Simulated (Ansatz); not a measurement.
CH₄BBrO, SMILES `OCBBr`, relaxed with RKS PBE-D4/def2-SVP in Ansatz 0.2.0 from a rough embedded geometry. The force threshold is 0.03 eV/Å; the program also tests the step.

The species carries charge 0 and has multiplicity 1.

Start:

```xyz
8

O    -0.227   -0.449   -1.372
C    -0.603    0.118   -0.222
B     0.423   -0.284    0.940
Br    2.244    0.345    0.893
H     0.509    0.140   -1.813
H    -1.625   -0.254    0.013
H    -0.680    1.239   -0.315
H    -0.041   -0.854    1.876
```

Task: By how much does the energy fall, and how many steps does the optimiser take? (An estimate is asked.)

Result: Ansatz gave: 59.33 kJ/mol, in 13 steps.

Task: Which bonds change most? (An estimate is asked.)

Result: Ansatz gave: O1–C2 from 1.336 to 1.403 Å; O1–H5 from 1.041 to 0.978 Å; C2–B3 from 1.601 to 1.557 Å; B3–H8 from 1.190 to 1.212 Å.

Task: Give the relaxed structure. (Best estimate.)

Result: Ansatz gave: 
```xyz
8

O    -0.167    0.145   -1.590
C    -0.628    0.101   -0.266
B     0.356   -0.147    0.915
Br    2.235   -0.334    0.554
H     0.807    0.059   -1.554
H    -1.442   -0.666   -0.149
H    -1.161    1.054    0.019
H    -0.001   -0.211    2.072
```
